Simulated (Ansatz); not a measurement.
Geometry optimisation, UHF/def2-SVP (Ansatz).

input.yaml

```yaml
crystal:
  periodic: [false, false, false]
  atoms:
    - { symbol: Ge, position_ang: [0.000353, 1.0e-06, -0.212365] }
    - { symbol: Cl, position_ang: [0.000127, 4.0e-06, 1.960918] }
    - { symbol: F, position_ang: [1.57242, 2.8e-05, -0.812183] }
    - { symbol: F, position_ang: [-0.785628, 1.361357, -0.81244] }
    - { symbol: F, position_ang: [-0.78558, -1.361384, -0.812436] }
    - { symbol: Si, position_ang: [-3.0e-05, -3.0e-06, 5.30526] }
    - { symbol: H, position_ang: [-0.765657, -1.192363, 5.745768] }
    - { symbol: H, position_ang: [1.415412, -0.06688, 5.745724] }
    - { symbol: H, position_ang: [-0.649818, 1.25924, 5.745755] }
magnetization:
  spin_polarized: true
  initial_magnetization: 1
basis:
  gaussian: { orbitals: def2-SVP }
hamiltonian:
  xc: hf
relax:
  f_tol: 0.03
  max_steps: 50
output:
  orbitals: {}
```

Launched with:

```bash
$ ansatz run input.yaml --threads 4 --pin off --max-ram 5120MiB --backend cpu --events-out ev --progress --plain --runs-dir out
```

**Question.** Where does it end, and by what steps?

**Answer.** It converged. The force dipped under the threshold on the way, but the program's further checks kept it going. After 9 steps the energy has fallen by 0.220 eV; H7 moved furthest, 0.79 Å.

```
step  energy less start (eV)  largest force component (eV/Å)  accepted
   0                  0.0000                           1.824       yes
   1                 -0.1506                           0.137       yes
   2                 -0.1962                           0.412       yes
   3                 -0.2115                           0.062       yes
   4                 -0.2085                           0.307        no
   5                 -0.2130                           0.009       yes
   6                 -0.2170                           0.069       yes
   7                 -0.2190                           0.039       yes
   8                 -0.2195                           0.003       yes
   9                 -0.2197                           0.003       yes
```

```xyz
9
Properties=species:S:1:pos:R:3
Ge 0.000 0.000 -0.820
Cl 0.000 0.000 1.271
F 1.569 0.000 -1.433
F -0.784 1.358 -1.433
F -0.784 -1.359 -1.433
Si 0.000 0.000 6.086
H -0.762 -1.187 6.538
H 1.409 -0.067 6.538
H -0.647 1.253 6.538
```

Whether the end is a true minimum wasn't checked by a vibrational analysis.

Time of the run: 19 s on 4 threads of Arm Neoverse V1 (shared host), peak memory 0.46 GiB.
